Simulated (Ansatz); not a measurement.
Ansatz (a first-principles code) input:
A basis named .json is the Basis Set Exchange file of that set.

Ansatz 0.2 input:
```yaml
crystal:
  periodic: [false, false, false]
  atoms:
    - {symbol: Al, position_ang: [-0.00000000, -0.00000000, -0.02370278]}
    - {symbol: O, position_ang: [-0.00000000, -0.00000000, -1.72887262]}
    - {symbol: F, position_ang: [0.00000000, 0.00000000, 1.57101302]}
basis:
  gaussian:
    orbitals: aug-cc-pV_D+d_Z.json
total_charge: 1
magnetization: {spin_polarized: true, initial_magnetization: 1}
correlation: {method: ccsd_t, electrons: outside_noble_gas}
output: {forces: true}
```

**Question.** What final total energy does it print?

**Answer.** -416.40603 Eh (CCSD(T)/aug-cc-pV(D+d)Z). The basis has 78 functions.
